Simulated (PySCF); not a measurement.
Stepwise substitution at one centre (Al Br-I). Isolated molecules, 0 K electronic values unless said otherwise. Strings in code marks are SMILES.

The vertical ionisation energy (Delta-SCF) from two functionals at the same geometries (PBE0-D3(BJ)/def2-TZVP), both in PySCF: PBE-D3(BJ)/def2-TZVP and ωB97X-D3(BJ)/def2-TZVP. Delta-SCF ions had no search for a lower state. 

```json
[
 {"species": "0 of 3 Br replaced by I (`[Br][Al]([Br])[Br]`)", "PBE-D3(BJ)/def2-TZVP (eV)": "9.99", "ωB97X-D3(BJ)/def2-TZVP (eV)": "11.14"},
 {"species": "2 of 3 Br replaced by I (`[Br][Al]([I])[I]`)", "PBE-D3(BJ)/def2-TZVP (eV)": "9.21", "ωB97X-D3(BJ)/def2-TZVP (eV)": "10.16"},
 {"species": "3 of 3 Br replaced by I", "PBE-D3(BJ)/def2-TZVP (eV)": "8.94", "ωB97X-D3(BJ)/def2-TZVP (eV)": "10.01"}
]
```

Over these rows, drawn at random from the members with no instability flagged (it was tested for open shells, ions and some series alone), PBE minus ωB97X-D3(BJ): mean -1.06 eV, from -1.15 eV to -0.95 eV.
